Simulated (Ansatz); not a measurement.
Potential energy curve for NH (cation, charge +1), lowest doublet found (which spin is the ground state isn't settled by this scan).

Level of theory: full CI/aug-cc-pVTZ, frozen core (Ansatz, a quantum-chemistry and plane-wave program).

Problem. Relative to R = 1.06 Å, what are the energies at R = 0.74, 0.97, 1.82, 3.46 Å?

Solution. 3.896 eV at 0.74 Å, 0.203 eV at 0.97 Å, 2.471 eV at 1.82 Å, 4.473 eV at 3.46 Å.
